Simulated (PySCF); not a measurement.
Q: What does the PBE0-D3(BJ)/def2-SVP structure of InChI=1S/C6H6S3Si/c10-9-6-3-5-4(8-6)1-2-7-5/h1-3H,10H3 look like in three dimensions?

A: 
Z-matrix in Å and degrees, rows numbered from 1:
```
Si
S   1  2.1588
C   2  1.7620  1   97.52
C   3  1.3743  2  127.15  1    95.33
C   4  1.4193  3  111.06  2   177.98
S   5  1.7280  4  135.16  3   179.66
C   6  1.7306  5   91.15  4  -179.64
C   7  1.3689  6  113.57  5     0.01
C   5  1.3964  4  114.06  3     0.01
S   9  1.7260  5  110.86  4    -0.24
H   1  1.4920  2  105.67  3   179.60
H   1  1.4913  2  110.43  3    60.15
H   1  1.4918  2  110.33  3   -61.11
H   4  1.0896  3  122.88  2    -1.97
H   7  1.0895  6  119.21  5  -179.92
H   8  1.0897  7  123.83  6  -179.87
```

The C–C distances run from 1.369 Å (C7–C8, aromatic) to 1.422 Å (C8–C9, aromatic), a spread of 0.053 Å. Si1 (SiH3 silicon) is distorted tetrahedral (angles from 105.7° to 110.4°). The 5-membered ring C5–S6–C7–C8–C9 has internal angles of 91.1° to 113.7°; it is planar, 0.00 Å rms from its mean plane, widest ring torsion 0°. The 5 C–S bonds span 1.726 Å (C9–S10, aromatic) to 1.762 Å (S2–C3, drawn single), a spread of 0.036 Å.

Computed with PySCF, PBE0-D3(BJ)/def2-SVP geometry optimisation, gas phase.

Point group: C1 (no symmetry element, even within 0.4 Å). PBE0-D3(BJ)/def2-SVP frequencies: not computed here. One conformer, not necessarily the lowest (Si1–S2–C3–C4 95°).

On one thread of an Intel Xeon at 2.50 GHz, shared host with 64 logical CPUs at a one-minute load of 63, this took 8.7 min wall and 0.89 GiB of memory at its peak. That covers the optimisation of the geometry.
